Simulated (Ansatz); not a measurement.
Reaction (ligand exchange at the Si–Br bond): `F[Si](F)(Br)Br` + `[OH][InH2]` → `F[Si](F)(Br)[O][InH2]` + HBr

Gas-phase electronic energies from Ansatz, PBE0-D4/def2-TZVP geometries. CCSD(T)/CBS adds triple-zeta CCSD(T) − MP2 to the extrapolated MP2 energy (def2 sets, frozen cores). Functionals use def2-TZVPP. B3LYP here is the variant with VWN-RPA as its local correlation; programs differ in this. def2 core potentials past Kr. For Br, In outer-core shells are correlated without core-valence functions, which leaves a few kJ/mol of doubt a bond. Scalar relativity is left out up to krypton. One conformer a species, not always the lowest.

**Question.** Is it downhill or uphill in electronic energy at CCSD(T)/CBS, and by how much? (Estimate.)

**Answer.** The calculation gave: Downhill: ΔE = -0.75 eV.

**Question.** What do these levels give: BLYP-D4, r2SCAN-D4, B97M-V, PBE0-D4, B3LYP-D4, BHLYP-D4, BLYP, r2SCANh, r2SCAN0, CAM-B3LYP, LC-ωPBE, HF/def2-QZVPP? (An estimate is asked.)

**Answer.** The calculation gave: BLYP-D4 -0.68, r2SCAN-D4 -0.70, B97M-V -0.74, PBE0-D4 -0.66, B3LYP-D4 -0.76, BHLYP-D4 -0.87, BLYP -0.65, r2SCANh -0.72, r2SCAN0 -0.75, CAM-B3LYP -0.80, LC-ωPBE -0.71, HF/def2-QZVPP -0.99 eV.

Largest T1 diagnostic among the species: 0.017.

At CCSD(T), def2-SVP lies −0.15 eV from the extrapolated value and def2-TZVPP −0.07 eV. In def2-TZVPP, CCSD(T) changes the Hartree–Fock value by +0.16 eV (the triples alone add +0.04 eV) and MP2 by +0.23 eV.
